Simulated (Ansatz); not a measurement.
ReO2. Total charge 0; doublet. Geometry PBE0-D4/def2-TZVP.

```xyz
3

Re   -0.340   -0.471   -0.121
O    -0.284    0.216    1.409
O     0.624    0.254   -1.288
```

In the def2 sets Re takes a core potential; there is no spin–orbit coupling. At revPBE-D4/def2-TZVP, r2SCAN-D4/def2-TZVPD, PBE0-D4/def2-TZVP, PBE0-D4/def2-QZVPP and others the charge 0 doublet is spin-contaminated (final ⟨S²⟩ up to 1.25, 0.75 for a pure state). At PBE0-D4/def2-TZVP a quartet of charge 0 lies 0.36 eV below the doublet, each at its own geometry. The structure comes from a short search, and lower isomers may exist.

Q: Estimate the α-spin orbital energies around the gap (eV) in Ansatz with revPBE-D4/def2-TZVP, r2SCAN-D4/def2-TZVPD, PBE0-D4/def2-TZVP, PBE0-D4/def2-QZVPP, ωB97X-V/def2-TZVP.

A: 
```
orbital  revPBE-D4/def2-TZVP  r2SCAN-D4/def2-TZVPD  PBE0-D4/def2-TZVP  PBE0-D4/def2-QZVPP  ωB97X-V/def2-TZVP
HOMO−13               -86.34                -88.77             -91.17              -91.12             -93.83
HOMO−12               -48.84                -50.51             -52.34              -52.25             -55.15
HOMO−11               -48.47                -50.08             -51.93              -51.87             -54.77
HOMO−10               -47.42                -49.10             -50.88              -50.90             -53.71
 HOMO−9               -24.43                -25.72             -27.38              -27.35             -30.04
 HOMO−8               -23.84                -25.12             -26.73              -26.70             -29.34
 HOMO−7               -11.46                -11.96             -13.31              -13.28             -15.88
 HOMO−6               -11.22                -11.65             -12.84              -12.81             -15.28
 HOMO−5               -10.65                -11.09             -12.31              -12.30             -14.83
 HOMO−4                -9.91                -10.47             -11.64              -11.65             -14.08
 HOMO−3                -9.91                -10.23             -11.34              -11.33             -13.68
 HOMO−2                -8.44                 -8.85             -10.01              -10.00             -12.36
 HOMO−1                -6.00                 -6.48              -7.50               -7.53              -9.86
   HOMO                -5.86                 -6.41              -7.24               -7.27              -9.48
   LUMO                -5.06                 -5.02              -4.17               -4.15              -1.85
 LUMO+1                -3.55                 -3.63              -2.64               -2.64              -0.16
 LUMO+2                -2.27                 -2.24              -1.50               -1.49               0.71
 LUMO+3                -0.94                 -0.89              -0.25               -0.39               1.81
 LUMO+4                -0.05                 -0.20               0.49                0.09               2.34
 LUMO+5                 1.27                  0.98               1.93                1.18               3.68
 β HOMO                -5.83                 -6.52              -7.39               -7.41              -9.75
 β LUMO                -4.52                 -4.27              -3.77               -3.75              -1.88
```
